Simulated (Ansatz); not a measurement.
`[SiH3]CC[AsH2]` + H₂O → `O[AsH2]` + `CC[SiH3]`  (formal hydrolysis of the As–C bond)

Computed with Ansatz on PBE0-D4/def2-TZVP structures; ΔE is electronic, products minus reactants. CBS: MP2 limit from def2 TZ/QZ plus the TZ coupled-cluster correction, frozen cores. This one scheme is used for every species. Functionals use def2-TZVPP. B3LYP here is the variant with VWN-RPA as its local correlation; programs differ in this. For As outer-core shells are correlated without core-valence functions, which leaves a few kJ/mol of doubt a bond. Scalar relativity is left out up to krypton. One conformer a species, not always the lowest.

```json
{"level": "PBE-D4", "ΔE (kJ/mol)": "2.7", "difference from CCSD(T)/CBS": "-8.1"}
{"level": "r2SCAN-D4", "ΔE (kJ/mol)": "-0.5", "difference from CCSD(T)/CBS": "-11.3"}
{"level": "PBE0-D4", "ΔE (kJ/mol)": "6.0", "difference from CCSD(T)/CBS": "-4.8"}
{"level": "B3LYP-D4", "ΔE (kJ/mol)": "-2.2", "difference from CCSD(T)/CBS": "-13.0"}
{"level": "ωB97X-V", "ΔE (kJ/mol)": "-3.3", "difference from CCSD(T)/CBS": "-14.1"}
{"level": "ωB97M-V", "ΔE (kJ/mol)": "-0.2", "difference from CCSD(T)/CBS": "-11.0"}
{"level": "B2PLYP", "ΔE (kJ/mol)": "-4.3", "difference from CCSD(T)/CBS": "-15.1"}
{"level": "PBE", "ΔE (kJ/mol)": "-3.1", "difference from CCSD(T)/CBS": "-13.9"}
{"level": "r2SCAN", "ΔE (kJ/mol)": "-2.2", "difference from CCSD(T)/CBS": "-13.0"}
{"level": "PBE0", "ΔE (kJ/mol)": "0.8", "difference from CCSD(T)/CBS": "-10.0"}
{"level": "B3LYP", "ΔE (kJ/mol)": "-11.5", "difference from CCSD(T)/CBS": "-22.3"}
{"level": "HF/def2-TZVPP", "ΔE (kJ/mol)": "-14.4", "difference from CCSD(T)/CBS": "-25.2"}
{"level": "MP2/def2-TZVPP", "ΔE (kJ/mol)": "12.8", "difference from CCSD(T)/CBS": "2.0"}
{"level": "SCS-MP2/def2-TZVPP", "ΔE (kJ/mol)": "3.7", "difference from CCSD(T)/CBS": "-7.1"}
{"level": "CCSD/def2-TZVPP", "ΔE (kJ/mol)": "5.5", "difference from CCSD(T)/CBS": "-5.3"}
{"level": "CCSD(T)/def2-TZVPP", "ΔE (kJ/mol)": "7.7", "difference from CCSD(T)/CBS": "-3.1"}
{"level": "HF/def2-QZVPP", "ΔE (kJ/mol)": "-15.9", "difference from CCSD(T)/CBS": "-26.7"}
{"level": "MP2/def2-QZVPP", "ΔE (kJ/mol)": "14.1", "difference from CCSD(T)/CBS": "3.3"}
{"level": "SCS-MP2/def2-QZVPP", "ΔE (kJ/mol)": "4.8", "difference from CCSD(T)/CBS": "-6.0"}
{"level": "HF/CBS(def2)", "ΔE (kJ/mol)": "-16.1", "difference from CCSD(T)/CBS": "-26.9"}
{"level": "MP2/CBS(def2)", "ΔE (kJ/mol)": "15.9", "difference from CCSD(T)/CBS": "5.1"}
{"level": "CCSD/CBS(def2)", "ΔE (kJ/mol)": "8.6", "difference from CCSD(T)/CBS": "-2.2"}
{"level": "CCSD(T)/CBS", "ΔE (kJ/mol)": "10.8", "difference from CCSD(T)/CBS": "0"}
```

Largest T1 diagnostic among the species: 0.012.

From PBE to PBE0 (25 % exact exchange), in def2-TZVPP and without D4, ΔE moves by +3.9 kJ/mol. The D4 term adds +9.3 kJ/mol with B3LYP and +5.3 kJ/mol with PBE0; it sums over pairs of atoms, weighted by their polarisabilities, and B3LYP, whose exchange is more repulsive, gets the larger term. In def2-TZVPP, CCSD(T) changes the Hartree–Fock value by +22.1 kJ/mol (the triples alone add +2.2 kJ/mol) and MP2 by +27.2 kJ/mol.
